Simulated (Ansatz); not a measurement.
Cost and result up the ladder for K5H5 (10 atoms). Charge 0, multiplicity 1. Geometry: PBE-D4/def2-SVP.

Cartesian coordinates in Å:
```
K 1.391 -3.900 -2.684
K -1.260 1.122 1.465
K 0.975 0.586 -1.597
K -2.305 -1.716 -0.880
K 0.931 -2.016 1.549
H 1.246 0.506 1.019
H 1.191 2.706 0.458
H -1.624 -1.458 1.628
H 1.024 3.397 0.135
H -1.569 0.773 -1.093
```

Ansatz on 4 threads of Arm Neoverse V1 on a shared host. Times are rough, and most runs start from the orbitals of an earlier one. No level here is sound enough to serve as a yardstick. Binding counts from free atoms at the same level (K doublet, H doublet; other spins of the atoms weren't run), without zero-point energy or a counterpoise term.

B3LYP takes the VWN-RPA correlation. Correlated methods freeze 25 core orbitals; core or outer-core shells of K are correlated, in sets that lack core-valence functions. The rows differ in basis, and correlated rows in double-zeta sets carry the largest basis error. In the singlet, H7 and H9 lie 0.78 Å apart (atoms count from 1), so H2 has formed as a molecule. Another isomer (singlet) lies 0.27 eV lower at PBE0-D4/def2-TZVP; other spin states weren't run for this one.

Correlated methods converge slowly with the basis, most of all in double-zeta sets.

```csv
level,functions,binding energy per atom (eV),remarks
r2SCAN-D4/def2-TZVP,195,1.47,restricted SCF unstable in HF
PBE0-D4/def2-TZVP,195,1.44,restricted SCF unstable in HF
r2SCANh-D4/def2-TZVP,195,1.47,restricted SCF unstable in HF
CCSD(T)/def2-SVP,145,1.39,restricted SCF unstable
B3LYP-D4/def2-TZVP,195,1.50,restricted SCF unstable in HF
PBE-D4/def2-TZVP (with forces),195,1.46,restricted SCF unstable in HF
```

**Question.** Estimate how long each takes.

**Answer.** PBE-D4/def2-TZVP (with forces) 6 s; PBE0-D4/def2-TZVP 8 s; B3LYP-D4/def2-TZVP 8.5 s; r2SCAN-D4/def2-TZVP 13 s; r2SCANh-D4/def2-TZVP 16 s; CCSD(T)/def2-SVP 48 s. On shared hardware such times vary by a factor of up to 3.
